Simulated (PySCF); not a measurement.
Si(H)3(NH2) (H₅NSi), SMILES N[SiH3]. Atoms are numbered in the order given.

```xyz
7

Si    -0.5756    -0.0027     0.0000
N      1.1463     0.0581     0.0000
H     -1.0586     0.6901     1.2196
H     -1.0586     0.6901    -1.2196
H     -1.1700    -1.3700     0.0000
H      1.6607    -0.1896     0.8302
H      1.6607    -0.1896    -0.8302
```
Charge 0, spin multiplicity 1.

Coordinates come from a ωB97X-D3(BJ)/def2-TZVP optimisation.

These are B3LYP/pcJ-1 run with PySCF values and carry that method's errors.

Isotropic couplings with Fermi-contact, spin-dipole and both spin-orbit terms, one fixed conformer, no vibrational averaging. Isotopes: 14N, 1H, 29Si.

Computed spin–spin coupling constants:
| pair | bonds apart | J (Hz) |
|---|---|---|
| Si1–N2 | 1 | -10.6 |
| Si1–H3 | 1 | -223.2 |
| Si1–H4 | 1 | -223.2 |
| Si1–H5 | 1 | -207.9 |
| N2–H6 | 1 | 57.3 |
| N2–H7 | 1 | 57.3 |
| Si1–H6 | 2 | -2.6 |
| Si1–H7 | 2 | -2.6 |
| N2–H3 | 2 | 5.5 |
| N2–H4 | 2 | 5.5 |
| N2–H5 | 2 | 1.3 |
| H3–H4 | 2 | 2.9 |
| H3–H5 | 2 | 15.1 |
| H4–H5 | 2 | 15.1 |
| H6–H7 | 2 | -6.9 |
| H3–H6 | 3 | 0.7 |
| H3–H7 | 3 | 12.7 |
| H4–H6 | 3 | 12.7 |
| H4–H7 | 3 | 0.7 |
| H5–H6 | 3 | -2.5 |
| H5–H7 | 3 | -2.5 |
